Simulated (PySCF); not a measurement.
Ionisation energy along the 19-electron series

Calculated with PySCF 2.14 and a two-component X2C-1e Hamiltonian (Gaussian nucleus, no Breit or QED terms), each ion in its own even-tempered basis scaled to its charge; GMP2 freezes [Ne] and drops the highest virtual spinors. Values in eV. NIST values: (m) measured, (s) semi-empirical, (t) theoretical.

```
    ion  configuration  GHF (spin-free)  GMP2 (spin-free)  GHF (screened spin-orbit)  GMP2 (screened spin-orbit)          NIST
Sb(32+)       [Ar] 3d1           1946.2            1945.9                     1953.7                      1953.5  1954 ± 4 (t)
Te(33+)       [Ar] 3d1           2057.9            2057.6                     2066.2                      2065.9  2066 ± 5 (t)
 I(34+)       [Ar] 3d1           2172.7            2172.4                     2181.9                      2181.6  2181 ± 5 (t)
```

Between Z = 51 and Z = 53 the GMP2 (screened spin-orbit) value grows as Z to the power 2.87.
